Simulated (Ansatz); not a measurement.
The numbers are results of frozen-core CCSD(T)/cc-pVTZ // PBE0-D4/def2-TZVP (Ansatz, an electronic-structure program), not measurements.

Ansatz 0.2 input:
```yaml
crystal:
  periodic: [false, false, false]
  atoms:
    - { symbol: C, position_ang: [0.6576, 0.001648, 0.128491] }
    - { symbol: N, position_ang: [-0.776136, -0.027304, 0.020939] }
    - { symbol: H, position_ang: [1.269439, -0.520516, -0.762374] }
    - { symbol: H, position_ang: [1.120705, -0.070985, 1.117758] }
    - { symbol: H, position_ang: [1.236806, 0.700034, -0.65733] }
    - { symbol: H, position_ang: [-1.150341, 0.04286, -0.9435] }
    - { symbol: H, position_ang: [-1.156922, -0.90357, 0.448186] }
    - { symbol: H, position_ang: [-1.200474, 0.745699, 0.584788] }
basis:
  gaussian: { orbitals: cc-pVTZ }
correlation:
  method: ccsd_t
total_charge: 2
magnetization:
  spin_polarized: true
  initial_magnetization: 1
```

Output:

```
Functional definition: HF
811 factors; integrals over basis functions are off by at most 1.0e-3 eV
mean field evaluation 1: about -2577.0416 eV, gradient 4.2e1 eV
mean field evaluation 2: about -2577.0430 eV, gradient 4.2e1 eV
mean field evaluation 4: about -2583.6905 eV, gradient 2.4e0 eV
mean field evaluation 8: about -2583.7464 eV, gradient 1.2e-3 eV
mean field evaluation 16: about -2583.7440 eV, gradient 3.0e-1 eV
mean field -2583.74636298 eV, -94.9509275135 hartree, gradient 3.4e-6 eV, S^2 0.757646; 0 other end points of the search recorded, 0 dependent functions left out
2 core orbitals not correlated
reference -2583.74636298 eV, -94.9509275135 hartree; 7, 6 occupied and 135, 136 virtual orbitals, 811 factors
second order -9.83493712 eV of doubles, -0.00000000 eV of singles
cycle   1  -10.31594904 eV  change   -4.8e-1 eV  update   5.5e-2
cycle   2  -10.56654488 eV  change   -2.5e-1 eV  update   1.7e-2
cycle   3  -10.60010904 eV  change   -3.4e-2 eV  update   7.4e-3
cycle   4  -10.59777330 eV  change    2.3e-3 eV  update   2.5e-3
cycle   5  -10.59845813 eV  change   -6.8e-4 eV  update   1.3e-3
cycle   6  -10.59823911 eV  change    2.2e-4 eV  update   4.1e-4
cycle   7  -10.59819173 eV  change    4.7e-5 eV  update   1.2e-4
cycle   8  -10.59818705 eV  change    4.7e-6 eV  update   3.6e-5
cycle   9  -10.59817987 eV  change    7.2e-6 eV  update   1.2e-5
perturbative correction -0.34182925 eV, -0.0125619931 hartree
Total energy: -2594.68637210 eV, -95.3529654331 hartree
```

Cost: about 40 core-seconds (a rough figure).
